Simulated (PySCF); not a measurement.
Gas-phase reaction: Ga(OH)3 + GaHCl2 = 2 GaH2Cl + 3 O

Method: PySCF energies plus ideal-gas RRHO corrections (1 bar). † marks an energy on the PBE0/def2-TZVP geometry and frequencies; other levels use their own. CCSD(T) freezes the core. Open shells (unrestricted): O (multiplicity 3); the rest are closed-shell singlets. Spin-orbit splitting is ignored; it lowers the true energy and changes the entropy of O. Ga: all electrons, no relativistic terms. Ga(OH)3, GaHCl2, GaH2Cl: computed as isolated molecules; such fragments, hydroxides, amides, oligomers or adducts are transient or little studied in the gas. CCSD(T) isn't extrapolated to the basis-set limit.

| level | ΔH°(298 K), kJ |
|---|---|
| CCSD(T)/def2-TZVPP† | … |
| HF/def2-TZVP† | 921 |
| M06-2X/def2-TZVP† | 1634 |
| PBE/def2-SVP | 1655 |
| PBE/def2-TZVP† | 1656 |
| PBE0/def2-QZVP† | … |
| PBE0/def2-TZVP | … |

Task: What belongs in the gaps?

Result: 
- CCSD(T)/def2-TZVPP†, ΔH°(298 K), kJ: 1558
- PBE0/def2-QZVP†, ΔH°(298 K), kJ: 1575
- PBE0/def2-TZVP, ΔH°(298 K), kJ: 1559
